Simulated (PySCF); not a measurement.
**Telling isomers of C5H6N4 apart by NMR**

Level of theory: GIAO PBE0/pcSseg-1 shieldings, GFN2-xTB structure, in PySCF 2.14 (no solvent, single conformer, averaged over atoms made equivalent by symmetry, fast rotation or ring inversion, no relativistic terms).

Scale: 1H (31.72 ppm), 13C (186.93 ppm) against TMS (reference shieldings calculated alike). Where no couplings were computed, multiplicities follow the n + 1 count of equivalent neighbours, and m marks all less simple cases (inequivalent or close neighbours, rings, F or P nearby). Shifts are as computed. Against solution values, carbons near 30 ppm lie about +3 ppm off and those near 130 ppm about +5 ppm. Of 1211 compounds with measured shifts, 218 miss one by over three times the rms of a fit or turn the order of signals round; such compounds aren't used in these exercises.

(1) Tabulate the signals of `CCn1ncc(C#N)n1`, `Cc1nn(C)nc1C#N`, `Cc1nnc(C#N)n1C`, `Cc1c(C#N)nnn1C` and their relative energies.

(2) What is the quickest way to tell Cc1nn(C)nc1C#N from Cc1c(C#N)nnn1C?

(3) What is the quickest way to tell Cc1nn(C)nc1C#N from Cc1nnc(C#N)n1C?

(4) What is the quickest way to tell CCn1ncc(C#N)n1 from Cc1nnc(C#N)n1C?

## Answers

(1) 
```tsv
SMILES	carbon types	δC	δH	E rel. (kcal/mol)
CCn1ncc(C#N)n1	2×C 1×CH 1×CH2 1×CH3	146.5, 127.1, 117.4, 52.2, 19.4	7.98 (s, 1H), 4.58 (q, 2H), 1.53 (t, 3H)	5.7
Cc1nn(C)nc1C#N	3×C 2×CH3	159.1, 125.1, 117.4, 41.7, 13.0	4.23 (s, 3H), 2.67 (s, 3H)	2.2
Cc1nnc(C#N)n1C	3×C 2×CH3	155.1, 138.0, 115.9, 30.6, 12.7	3.75 (s, 3H), 2.59 (s, 3H)	0.0
Cc1c(C#N)nnn1C	3×C 2×CH3	149.7, 126.3, 117.7, 34.8, 10.5	4.07 (s, 3H), 2.57 (s, 3H)	7.1
```

Energies are electronic energies at PBE0/pcSseg-1 on these geometries, without zero-point or thermal terms, each for the one conformer computed, which needn't be the lowest.

(2) Both give the same number of carbon signals, with the same numbers of each carbon type, so the positions decide. The first has a substituted aromatic carbon next to a ring nitrogen (C) at 159.1 ppm, the second a substituted aromatic carbon next to a ring nitrogen (C) at 149.7 ppm.

(3) Both give the same number of carbon signals, with the same numbers of each carbon type, so the positions decide. The first has a methyl carbon bonded to N (CH3) at 41.7 ppm, the second a substituted aromatic carbon next to a ring nitrogen (C) at 138.0 ppm. Their most deshielded carbons lie at 159.1 and 155.1 ppm. In the proton spectra the most deshielded non-exchanging signals are 4.23 (s, 3H) and 3.75 (s, 3H).

(4) Both give the same number of carbon signals, but DEPT or the intensities differ. The first has an aromatic CH next to a ring nitrogen at 146.5 ppm, the second a substituted aromatic carbon next to a ring nitrogen (C) at 155.1 ppm. In the proton spectra the most deshielded non-exchanging signals are 7.98 (s, 1H) and 3.75 (s, 3H).
